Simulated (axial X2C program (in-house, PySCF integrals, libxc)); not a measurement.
## Spin–orbit effects along a row: molecules with O (ions), HF

All values come from calculations with an axial X2C code built on PySCF integrals, spin-free (one-electron X2C) or two-component (2c: spin–orbit coupling with atomic mean-field Coulomb and Gaunt terms, which also bring small scalar terms), in Dyall basis sets with cores contracted in-house; open shells are unrestricted.

Basis sets: B dyall-v3z, Be dyall-cv3z, C dyall-v3z, Li dyall-cv3z, N dyall-av3z, O dyall-av3z.

```
molecule   spin-free state  Re (Å)  ωe (cm⁻¹)  De (eV)  2c state  Re 2c (Å)  ωe 2c (cm⁻¹)  De 2c (eV)
    LiO⁺    M_S = 1, Λ = 0   2.070      363.7     0.49     Ω = 1      2.071         363.6        0.49
    BeO⁺  M_S = 1/2, Λ = 1   1.401     1355.2     1.93   Ω = 3/2      1.401        1355.1        1.94
     BO⁺    M_S = 1, Λ = 1   1.286     1583.9     2.19     Ω = 2      1.286        1584.0        2.20
     CO⁺  M_S = 1/2, Λ = 0   1.087     2406.1     5.36   Ω = 1/2      1.087        2406.4        5.36
     NO⁺    M_S = 0, Λ = 0   1.026     2839.8     5.41     Ω = 0      1.026        2839.9        5.42
```

(1) Work out the shifts from the spin-free to the two-component result.

Fragments in 2c: O + Li+, O + Be+, O + B+, O + C+, O+ + N. Each entry is the lowest single determinant of a limited PBE0 search at one distance. De goes to single-determinant-based atoms at the same level (for ions the charge split of lowest energy) and is withheld (n/a) where an atom does not fit its ground term or J level. Main or longest-lived isotopes. One determinant is a doubtful description, or other states lie close, for LiO⁺, BO⁺, CO⁺; these need not be ground states, and all values refer to the states named. Some open-shell Ω = 0 determinants are out of reach, so the Ω given for LiO⁺, BO⁺ need not be the lowest component. With several unpaired electrons the Ω given is that of one determinant, not necessarily of the lowest component. Some light 2c atoms are not at their ground J level, so De misses part of their lowering (0.04 eV or less).

## Answers

(1) 

```tsv
molecule	2c state	ΔRe (Å)	Δωe (cm⁻¹)	ΔDe (eV)
LiO⁺	Ω = 1	0.001	-0.1	0.00
BeO⁺	Ω = 3/2	0.000	-0.1	0.01
BO⁺	Ω = 2	0.000	0.1	0.01
CO⁺	Ω = 1/2	0.000	0.3	0.00
NO⁺	Ω = 0	0.000	0.1	0.01
```

Shifts of one unit in the last digit are rounding.
